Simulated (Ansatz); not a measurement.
Cost and result for the atomization energy of C$_{3}$H$_{2}$F$_{4}$, SMILES `FC(F)=CC(F)F` (9 atoms, 8 bonds).

```xyz
9

F    -1.8911    0.4971    0.6444
C    -1.1049    0.6846   -0.3871
F    -1.7107    1.4143   -1.2863
C     0.1195    0.2108   -0.5098
C     0.7603   -0.6124    0.5400
F     1.9082   -0.0188    0.9646
F     1.1179   -1.8227    0.0324
H     0.6774    0.4307   -1.4094
H     0.1233   -0.7835    1.4111
```

Total charge 0; spin multiplicity 1. All single points use the PBE0-D4/def2-TZVP geometry. It is one conformer, not always the lowest. Program: Ansatz. All runs use 4 threads of an Arm Neoverse V1 on a shared host. Times are those of one run each, without the atoms' runs, and a repeat can differ threefold. Electronic energies, without spin–orbit coupling; frozen cores. CCSD(T)/CBS adds CCSD(T) − MP2 in def2-TZVPP to the MP2 limit, and its time is that of the two runs behind it. T1 = 0.012. HSE06 is the plane-wave form, built on full-range PBE exchange.

CCSD(T)/CBS is a level of theory with its own doubt, some kJ/mol a heavy atom from the limit and from the frozen cores, so smaller differences don't rank the functionals.

```
                          level  functions  wall time  atomization (kJ/mol)  difference from CCSD(T)/CBS  per bond
           revPBE-D4/def2-TZVPP        245      2.1 s                3821.7                         51.6       6.4
PBE-D4/def2-TZVPP (with forces)        245      2.4 s                3975.7                        205.6      25.7
            BHLYP-D4/def2-TZVPP        245        3 s                3565.4                       -204.7     -25.6
            HSE06-D4/def2-TZVPP        245      3.1 s                3827.5                         57.4       7.2
          r2SCANh-D4/def2-TZVPP        245      5.5 s                3765.4                         -4.7      -0.6
            PBE-QIDH/def2-TZVPP        245        6 s                3765.2                         -4.9      -0.6
              B2PLYP/def2-TZVPP        245        6 s                3741.0                        -29.1      -3.6
             ωB97X-V/def2-TZVPP        245      7.5 s                3792.0                         21.9       2.7
              B97M-V/def2-TZVPP        245        9 s                3786.5                         16.4       2.0
               CCSD(T)/def2-SVP        108       11 s                3598.8                       -171.3     -21.4
                 MP2/def2-QZVPP        459       21 s                3890.2                        120.1      15.0
             CCSD(T)/def2-TZVPP        245    5.1 min                3666.2                       -103.9     -13.0
              CCSD(T)/CBS(def2)          –    5.4 min                3770.1                          0.0       0.0
```

The D4 term adds +23.8 kJ/mol with B3LYP and +12.5 kJ/mol with PBE0; it sums over pairs of atoms, weighted by their polarisabilities, and B3LYP, whose exchange is more repulsive, gets the larger term. From BLYP to BHLYP (50 % exact exchange), in def2-TZVPP and without D4, the atomization energy moves by −231.1 kJ/mol: exact exchange takes away binding that semilocal exchange gives to molecules. In def2-TZVPP, CCSD(T) changes the Hartree–Fock value by +1065.9 kJ/mol (the triples alone add +83.6 kJ/mol) and MP2 by +1228.4 kJ/mol; breaking electron pairs costs correlation energy, which Hartree–Fock lacks.

B3LYP here is the variant with VWN-RPA as its local correlation; programs differ in this.
